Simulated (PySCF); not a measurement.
How methods differ on the ionisation energy of Ag(44+)

Ag(44+) [He] 2s1 [2s1/2^1, M_J = 1/2] → Ag(45+) 1s2, as a difference of total energies. Computed with PySCF 2.14 in an uncontracted even-tempered set (17 s from 23 bohr⁻², ratio 2.4; 12 p from 30 bohr⁻², ratio 2.4; 5 d from 92 bohr⁻², ratio 2.6; 4 f from 140 bohr⁻², ratio 2.6), with the two-component X2C-1e Hamiltonian. Correlated levels: nothing frozen; the 32 highest virtual spinors dropped. "Screened" scales the spin-orbit matrix elements by Boettger's factors to mimic the two-electron term; Breit and QED terms are absent.

```
                    method  ionisation energy (eV)  difference from reference (eV)
 GHF (screened spin-orbit)                  7276.5                            +5.2
GMP2 (screened spin-orbit)                  7276.7                            +5.4
```

Reference: 7271.3 eV (theoretical estimate listed by NIST; NIST Atomic Spectra Database, ionization energies).

For this ion Breit and QED terms and the two-electron picture change, all absent here, outweigh the correlation shift from GHF to GMP2.
